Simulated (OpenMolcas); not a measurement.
# Mo⁴⁺: effect of the active space

```
Program             : OpenMolcas 26.06
Method              : SS-CASPT2 or its RAS form, IPEA 0.25 Eh, imaginary shift 0.1 Eh
Basis               : ANO-RCC-VQZP
Scalar Hamiltonian  : DKH2, point nucleus
Spin-orbit coupling : RASSI with atomic mean-field integrals over the reference wave functions, term energies averaged over their components
```

A. 2 electrons in 5 orbitals (4d); 2S+1 = 3 even, 10 roots; 2S+1 = 1 even, 15 roots; closed shells correlated: 4s 4p; CASPT2 step of the order of 8 core-seconds
B. 8 electrons in 8 orbitals (RAS1 4p, at most 2 holes; RAS2 4d); 2S+1 = 3 even, 10 roots; 2S+1 = 1 even, 15 roots; closed shells correlated: 4s; CASPT2 step roughly 18 core-seconds
C. 2 electrons in 10 orbitals (4d 5d); 2S+1 = 3 even, 10 roots; 2S+1 = 1 even, 15 roots; closed shells correlated: 4s 4p; CASPT2 step about 90 core-seconds

Energies in cm-1 above 4d2 3F2, the measured ground level; measured values from Sugar and Musgrove, J. Phys. Chem. Ref. Data 17, 155 (1988).

```json
{"Level": "4d2 3F2", "A": "0.0", "B": "0.0", "C": "0.0", "Measured": "0.0"}
{"Level": "4d2 3F3", "A": "1503", "B": "1597", "C": "1509", "Measured": "1578"}
{"Level": "4d2 3F4", "A": "3200", "B": "3390", "C": "3220", "Measured": "3357"}
{"Level": "4d2 1D2", "A": "9830", "B": "10150", "C": "9850", "Measured": "10190"}
{"Level": "4d2 3P0", "A": "11750", "B": "11670", "C": "11730", "Measured": "11161"}
{"Level": "4d2 3P1", "A": "12370", "B": "12330", "C": "12340", "Measured": "11807"}
{"Level": "4d2 3P2", "A": "13710", "B": "13820", "C": "13680", "Measured": "13408"}
{"Level": "4d2 1G4", "A": "16530", "B": "16560", "C": "16550", "Measured": "16354"}
{"Level": "4d2 1S0", "A": "37790", "B": "37560", "C": "38070", "Measured": "37738"}
```

Deviations, from unrounded energies. A percentage is the sum of absolute deviations over the sum of measured energies, with the sign that they share, or ± where signs differ.

```json
{"Against measurement": "mean absolute deviation (cm-1)", "Levels": "8", "A": "280", "B": "240", "C": "310"}
{"Against measurement": "fine structure of the ground term (%)", "Levels": "2", "A": "-4.6", "B": "+1.1", "C": "-4.2"}
{"Against measurement": "other terms of the ground configuration (%)", "Levels": "6", "A": "±2.0", "B": "±1.9", "C": "±2.2"}
```

B lies closest to measurement on these levels and C furthest from it. The largest miss of B in the table is 4d2 3P1, by +520 cm-1. The ranking rests on the paired levels alone, and a cruder setting can come out closer through cancelling errors.

The two smallest mean deviations differ by little beside CASPT2's spread within terms, so their order carries little weight.

Among A to C the level of the table that moves most is 4d2 1S0, by 510 cm-1 (lowest in B, highest in C). Moves below CASPT2's spread within the term are not significant.

Term energies are means over components that CASPT2 splits; among the terms shown or strongly mixed into the levels shown the widest spread is 670 cm-1 (4d2 3F, C). Active for correlation alone: 4p; no level in the range computed is led by a configuration that opens it, so any true level of that kind is missing (holds for B). Active for correlation alone: 5d; no level in the range computed is led by a configuration that fills it, so any true level of that kind is missing (holds for C). Computed and measured levels are paired by configuration, term and J; levels that our copy of the source lacks, or whose pairing is in doubt (as where it misses far off the trend of its configuration), stay unpaired and out of the deviations. Only configurations of the active space appear.
